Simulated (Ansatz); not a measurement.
`[SiH3]CI`, relaxed with RKS PBE0-D4/def2-TZVP in Ansatz 0.2.0 from a PBE-D4/def2-SVP geometry. The force threshold is 0.005 eV/Å; the program also tests the step.

Charge 0, multiplicity 1. I takes the def2 core potential.

Start:

```xyz
8

Si    0.562    0.789   -0.084
C    -0.397   -0.807    0.281
I    -1.979   -1.117   -1.189
H     1.193    0.707   -1.444
H     1.642    0.949    0.957
H    -0.365    1.968   -0.020
H    -0.899   -0.782    1.267
H     0.244   -1.707    0.231
```

(1) How much energy does the relaxation release, and in how many steps? (An estimate is asked.)

(2) Which bonds change most? (An estimate is asked.)

(3) Give the relaxed structure. (Estimate.)

## Answers

(1) Computed: 0.04 eV, in 4 steps.

(2) Ansatz gave: C2–I3 from 2.181 to 2.141 Å; Si1–C2 from 1.898 to 1.877 Å; Si1–H5 from 1.508 to 1.490 Å; Si1–H4 from 1.501 to 1.483 Å.

(3) Ansatz gave: 
```xyz
8

Si    0.555    0.777   -0.081
C    -0.391   -0.802    0.284
I    -1.935   -1.076   -1.173
H     1.171    0.688   -1.427
H     1.625    0.950    0.941
H    -0.371    1.935   -0.023
H    -0.890   -0.780    1.251
H     0.236   -1.691    0.228
```
